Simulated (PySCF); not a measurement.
Computed shifts of a molecule C2H8AlNO, PBE0/pcSseg-1 (PySCF), GIAO, gas phase, atoms alike by connectivity averaged where their shifts nearly agree, in ppm (number of nuclei): ¹³C: 35.0 (1), -17.1 (1). ¹H: 2.96 (3), 1.86 (1), 0.68 (1), -0.22 (3). ¹⁵N: 42.1 (1). References: ¹³C against TMS (σ = 186.3 ppm); ¹H against TMS (σ = 31.56 ppm); ¹⁵N against NH3 (σ = 267.4 ppm); ¹⁷O against H2O (σ = 334.2 ppm), references at their B3LYP-D3(BJ)/def2-TZVP geometries, non-relativistic. Geometry: B3LYP-D3(BJ)/def2-SVP. One conformer was computed; it need not be the lowest.

Q: Pick the molecule that these values belong to.
(A) C[NH][Al]([CH3])[OH]
(B) CC[O][AlH][NH2]
(C) C[CH2][Al]([NH2])[OH]
(D) C[N](C)[AlH][OH]

A: A, C[NH][Al]([CH3])[OH]
